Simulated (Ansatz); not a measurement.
Start from `C[SiH2]SC#N` and change one atom or group to get `BS[SiH2]C`.

Ansatz, PBE0-D4/def2-TZVP geometries, multiplicity 1. Each molecule was computed in one conformer, which needn't be the lowest.

| property | `C[SiH2]SC#N` |
| --- | --- |
| LUMO energy (ωB97M-V/def2-TZVPP) / eV | 1.39 |
| HOMO–LUMO gap (ωB97M-V/def2-TZVPP) / eV | 11.39 |
| size of the dipole moment (ωB97M-V/def2-TZVPP) / D | 4.02 |
| LUMO energy (PBE/def2-TZVPP) / eV | -1.47 |
| size of the dipole moment (PBE/def2-TZVPP) / D | 3.96 |
| HOMO–LUMO gap (B3LYP/def2-TZVPP) / eV | 6.92 |

Q: Give the same properties after the change, and the shifts. (Best estimate.)

A: Computed: 
| property | `BS[SiH2]C` | shift |
| --- | --- | --- |
| LUMO energy (ωB97M-V/def2-TZVPP) / eV | 0.53 | -0.86 |
| HOMO–LUMO gap (ωB97M-V/def2-TZVPP) / eV | 10.74 | -0.65 |
| size of the dipole moment (ωB97M-V/def2-TZVPP) / D | 1.69 | -2.33 |
| LUMO energy (PBE/def2-TZVPP) / eV | -2.34 | -0.87 |
| size of the dipole moment (PBE/def2-TZVPP) / D | 1.81 | -2.15 |
| HOMO–LUMO gap (B3LYP/def2-TZVPP) / eV | 6.24 | -0.68 |

With PBE0 the HOMO falls by 0.18 eV and the LUMO falls by 0.88 eV, so the gap narrows by about 0.70 eV. PBE moves the HOMO by -0.27 eV and ωB97M-V by -0.21 eV. Dipoles are sizes alone; their direction can turn.

B3LYP here is the variant with VWN-RPA as its local correlation; programs differ in this.
